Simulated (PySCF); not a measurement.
Atomic charges by several schemes

Species: C₅H₄ClFO.
Cartesian coordinates in Å at the GFN2-xTB level; atoms count from 1:
```
atom  x, y, z in Å
C1    -0.4376   -0.6208   -1.0895
C2    -0.2404    0.2592    0.1057
C3    -1.0978    1.2005    0.5102
Cl4   -2.5730    1.5389   -0.2965
C5     0.9881    0.0445    0.8593
F6     1.2123    0.8199    1.9597
C7     1.8857   -0.8568    0.5306
O8     2.6408   -1.6703    0.1890
H9     0.3755   -0.4838   -1.8010
H10   -0.4535   -1.6683   -0.7918
H11   -1.3764   -0.3807   -1.5787
H12   -0.9225    1.8170    1.3769
```

Density: PBE0/pcSseg-1 (PySCF); schemes: Mulliken, IAO, Hirshfeld and ESP-fitted. Isolated species at its GFN2-xTB geometry (one conformer only).

Task: What partial charge does each atom carry?

Result: In e; atoms taken as equivalent share a row and are averaged (×n: the atom named and its like, n in all):

```
      atom                             environment  Mulliken     IAO  Hirshfeld  ESP-fitted
        C1                          allylic carbon    -0.135  -0.437     -0.120      -0.464
        C2         fully substituted alkene carbon    -0.379  -0.009     -0.019      +0.262
        C3                     vinylic C–Cl carbon    -0.042  -0.210     -0.056      -0.300
       Cl4                          vinyl chlorine    -0.089  -0.014     -0.017      -0.054
        C5  outer carbon of cumulated double bonds    +0.263  +0.106     +0.026      -0.350
        F6                          vinyl fluorine    -0.277  -0.265     -0.076      -0.065
        C7              central carbon of a ketene    +0.313  +0.401     +0.196      +0.592
        O8                      oxygen bonded to C    -0.234  -0.241     -0.119      -0.303
H9/H10/H11                         methyl hydrogen    +0.146  +0.163     +0.046      +0.155
       H12                        vinylic hydrogen    +0.144  +0.180     +0.047      +0.220
```

Mean size of the charges over all atoms: ESP-fitted 0.256 e, IAO 0.196 e, Mulliken 0.193 e, Hirshfeld 0.068 e. Each set sums to the total charge, 0, to within 0.001 e. The ESP scheme fits charges at the nuclei, held to the total charge, to the electrostatic potential on points at 1.4 to 2.0 times the van der Waals radii.

Lowest charge. The schemes don't all agree: Mulliken C2 (-0.379); IAO C1 (-0.437); Hirshfeld C1 (-0.120); ESP-fitted C1 (-0.464).

Highest charge. All schemes agree: Mulliken C7 (+0.313); IAO C7 (+0.401); Hirshfeld C7 (+0.196); ESP-fitted C7 (+0.592).

Task: Sum the charges by element, for elements with more than one atom.

Result: 
```tsv
element	atoms	Mulliken	IAO	Hirshfeld	ESP-fitted
C	5	+0.020	-0.149	+0.027	-0.262
H	4	+0.581	+0.669	+0.185	+0.683
```

Task: How many electrons does the Hirshfeld scheme count on C7?

Result: Z − q = 6 − (+0.196) = 5.804.

Task: How closely do the schemes follow one another over all atoms?

Result: Correlation coefficient and root-mean-square difference: IAO with Hirshfeld 0.96, 0.153 e; Hirshfeld with ESP-fitted 0.82, 0.234 e; IAO with ESP-fitted 0.81, 0.177 e; Mulliken with Hirshfeld 0.78, 0.158 e; Mulliken with IAO 0.75, 0.157 e; Mulliken with ESP-fitted 0.34, 0.302 e.

These values come from a run that also computed NMR shieldings. Hardware: one thread of an Arm Neoverse V1, no GPU, shared host. Cost: 20 s wall, 0.79 GiB resident at most.
